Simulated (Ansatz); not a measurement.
Basis sets compared for Sn(OH)H3 (SnOH4). Charge 0, multiplicity 1. Geometry PBE0-D4/def2-TZVP. Ansatz on 4 threads of Intel Xeon on a shared host; times are rough, and most runs start from earlier orbitals.

```xyz
6

Sn   -0.282    0.389    0.119
O     0.545   -1.124   -0.832
H     1.226   -1.567   -0.320
H     0.933    1.538    0.470
H    -0.995   -0.200    1.557
H    -1.428    0.964   -0.994
```

In the def2 sets Sn takes a core potential, while STO-3G treats all electrons; there is no spin–orbit coupling.

STO-3G and 6-31G are all-electron sets without relativity, so their totals don't compare with the def2 sets.

Binding counts from free atoms (Sn triplet, O triplet, H doublet) in the same basis, without a counterpoise term.

| level | functions | energy (Eh) | HOMO (eV) | LUMO (eV) | binding per atom (eV) | wall time |
| --- | --- | --- | --- | --- | --- | --- |
| HF/STO-3G | 36 | -6039.4560 | -8.64 | 10.76 | 2.63 | 1.1 s |
| HF/def2-TZVP | 105 | -290.5642 | -11.90 | 1.93 | 1.86 | 1.6 s |
| PBE-D4/def2-SVP | 60 | -291.7454 | -6.26 | -0.96 | 2.69 | 1.6 s |
| PBE-D4/def2-TZVP (with forces) | 105 | -291.8596 | -6.60 | -1.32 | 2.73 | 2.3 s |
| r2SCAN-D4/def2-TZVP | 105 | -291.9908 | -6.96 | -0.89 | 2.73 | 3.1 s |
| PBE0-D4/def2-SVP | 60 | -291.7600 | -7.94 | -0.13 | 2.63 | 2.5 s |
| PBE0-D4/def2-TZVP | 105 | -291.8717 | -8.20 | -0.53 | 2.68 | 3.2 s |

Task: Estimate the rows for PBE-D4/def2-TZVPD, r2SCAN-D4/def2-TZVPD, PBE0-D4/def2-TZVPD.

Result: 
```json
{"level": "PBE-D4/def2-TZVPD", "functions": "132", "energy (Eh)": "-291.8620", "HOMO (eV)": "-6.70", "LUMO (eV)": "-1.44", "binding per atom (eV)": "2.74", "wall time": "2.9 s"}
{"level": "r2SCAN-D4/def2-TZVPD", "functions": "132", "energy (Eh)": "-291.9927", "HOMO (eV)": "-7.03", "LUMO (eV)": "-0.99", "binding per atom (eV)": "2.73", "wall time": "4.4 s"}
{"level": "PBE0-D4/def2-TZVPD", "functions": "132", "energy (Eh)": "-291.8736", "HOMO (eV)": "-8.27", "LUMO (eV)": "-0.67", "binding per atom (eV)": "2.68", "wall time": "3.5 s"}
```
